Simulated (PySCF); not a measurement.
CH₇ClGeSi, SMILES [CH2]([SiH2]Cl)[GeH3]. Atoms are numbered in the order given.

```xyz
11

Si     1.2413    -1.1474     0.3716
Cl     2.0445     0.7381     0.7791
C     -0.1697    -0.9623    -0.8397
Ge    -1.5052     0.4170    -0.3574
H      0.7590    -1.7192     1.6574
H      2.3395    -1.9926    -0.1715
H     -0.6882    -1.9338    -0.9175
H      0.2246    -0.7204    -1.8401
H     -0.9615     1.8176    -0.6874
H     -1.8223     0.3267     1.1495
H     -2.8001     0.1676    -1.1598
```

Geometry optimised at B3LYP-D3(BJ)/def2-SVP. This is a generated structure with no PubChem entry under its InChIKey; it may be hypothetical. The values are those of a single conformer.

Calculation: PySCF with PBE/def2-TZVP.

Problem. Estimate the frontier levels, gap, dipole moment and polarisability. (An estimate is asked for; the answer gives what the named calculation found.)

Solution. 
```
Item                                                                                                           Result
---------------------------------------------------------------------------------------------  ----------------------
highest occupied level                                                                                       -7.36 eV
lowest empty level                                                                                           -0.75 eV
orbital gap                                                                                                   6.60 eV
dipole moment                                                                                                  1.86 D
quadrupole, principal values (traceless, Buckingham form, about the centre of nuclear charge)   -4.37, 1.27, 3.10 D·Å
mean static polarisability                                                                      82.8 bohr³ (12.27 Å³)
polarisability, principal values                                                               70.5, 82.7, 95.1 bohr³
```
